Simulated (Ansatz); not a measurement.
Cost and result for the atomization energy of CH$_{3}$BrClIn, SMILES `[CH3][In]([Cl])[Br]` (7 atoms, 6 bonds).

Total charge 0; spin multiplicity 1. Correlated methods include outer-core shells of Br, In, which these sets cover unevenly. Scalar relativity is left out up to krypton. In takes the def2 core potential. Geometry: relaxed with PBE0-D4/def2-TZVP. Program: Ansatz. All runs use 4 threads of a server CPU on a shared host. Times are those of one run each, without the atoms' runs, and a repeat can differ threefold. Electronic energies, without spin–orbit coupling; frozen cores. CCSD(T)/CBS adds CCSD(T) − MP2 in def2-TZVPP to the MP2 limit, and its time is that of the two runs behind it. T1 = 0.011. With those shells the extrapolation isn't a true limit. HSE06 is the plane-wave form, built on full-range PBE exchange.

CCSD(T)/CBS is a level of theory with its own doubt, some kJ/mol a heavy atom from the limit and from the frozen cores, so smaller differences don't rank the functionals.

| level | functions | wall time | atomization (kcal/mol) | difference from CCSD(T)/CBS | per bond |
| --- | --- | --- | --- | --- | --- |
| LDA (SPW92)/def2-TZVPP | 213 | 5 s | 583.2 | 63.7 | 10.6 |
| revPBE-D4/def2-TZVPP | 213 | 7.5 s | 505.2 | -14.3 | -2.4 |
| PBE-D4/def2-TZVPP (with forces) | 213 | 7.5 s | 519.8 | 0.3 | 0.0 |
| BLYP-D4/def2-TZVPP | 213 | 8.1 s | 502.3 | -17.2 | -2.9 |
| B2PLYP/def2-TZVPP | 213 | 9.5 s | 505.2 | -14.3 | -2.4 |
| PBE-QIDH/def2-TZVPP | 213 | 10 s | 516.0 | -3.5 | -0.6 |
| CCSD(T)/def2-SVP | 105 | 11 s | 485.2 | -34.3 | -5.7 |
| BHLYP-D4/def2-TZVPP | 213 | 12 s | 499.7 | -19.8 | -3.3 |
| HSE06-D4/def2-TZVPP | 213 | 14 s | 516.1 | -3.4 | -0.6 |
| ωB97X-V/def2-TZVPP | 213 | 14 s | 517.4 | -2.1 | -0.4 |
| MP2/def2-QZVPP | 388 | 28 s | 521.6 | 2.1 | 0.3 |
| CCSD(T)/def2-TZVPP | 213 | 4.1 min | 504.0 | -15.5 | -2.6 |
| CCSD(T)/CBS(def2) | – | 4.6 min | 519.5 | 0.0 | 0.0 |

Leaving LDA and LC-ωPBE aside and taking each functional with its dispersion term where it has one, the values spread over 20.0 kcal/mol, from BHLYP-D4 to PBE-D4. LDA lies +67.2 kcal/mol from PBE without D4, its usual overbinding. From BLYP to BHLYP (50 % exact exchange), in def2-TZVPP and without D4, the atomization energy moves by −0.8 kcal/mol: exact exchange takes away binding that semilocal exchange gives to molecules. In def2-TZVPP, CCSD(T) changes the Hartree–Fock value by +117.2 kcal/mol (the triples alone add +8.5 kcal/mol) and MP2 by +125.7 kcal/mol; breaking electron pairs costs correlation energy, which Hartree–Fock lacks.

Spin–orbit coupling would lower the free In atoms strongly, and the atomization energy with them, by more than many differences here.
